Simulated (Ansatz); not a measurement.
Stepwise reaction of `[Cl][In]([Br])[Br]` with water, as a gas-phase model of exchange steps in deposition or etching. ΔE in kJ/mol.

Gas-phase electronic energies from Ansatz, PBE0-D4/def2-TZVP geometries. CBS: MP2 limit from def2 TZ/QZ plus the TZ coupled-cluster correction, frozen cores. This one scheme is used for every species. Functionals use def2-TZVPP. B3LYP here is the variant with VWN-RPA as its local correlation; programs differ in this. def2 core potentials past Kr. For Br, In outer-core shells are correlated without core-valence functions, which leaves a few kJ/mol of doubt a bond. Scalar relativity is left out up to krypton. One conformer a species, not always the lowest.

```json
{"step": "2", "reaction": "`[OH][In]([Cl])[Br]` + H₂O → `[OH][In]([OH])[Cl]` + HBr", "PBE-D4": "102.0", "B3LYP-D4": "105.8", "ωB97M-V": "106.6", "CCSD(T)/CBS": "107.7"}
```

(1) Give the row of step 1, `[Cl][In]([Br])[Br]` + H₂O → `[OH][In]([Cl])[Br]` + HBr. (An estimate is asked.)

(2) By hand: ΔE of the 2 steps together at CCSD(T)/CBS.

Answers

(1) The calculation gave: 
| step | reaction | PBE-D4 | B3LYP-D4 | ωB97M-V | CCSD(T)/CBS |
| --- | --- | --- | --- | --- | --- |
| 1 | `[Cl][In]([Br])[Br]` + H₂O → `[OH][In]([Cl])[Br]` + HBr | 98.7 | 103.4 | 103.5 | 105.1 |

(2) (105.1) + (107.7) = 212.8 kJ/mol, or 106.4 kJ/mol a step.

In ΔE the steps differ by no more than 2.6 kJ/mol. All are uphill at CCSD(T)/CBS. PBE-D4 differs from CCSD(T)/CBS by -6.4 to -5.7 kJ/mol a step. Isolated molecules leave out the surface, adducts and barriers. Largest T1 diagnostic: 0.016.
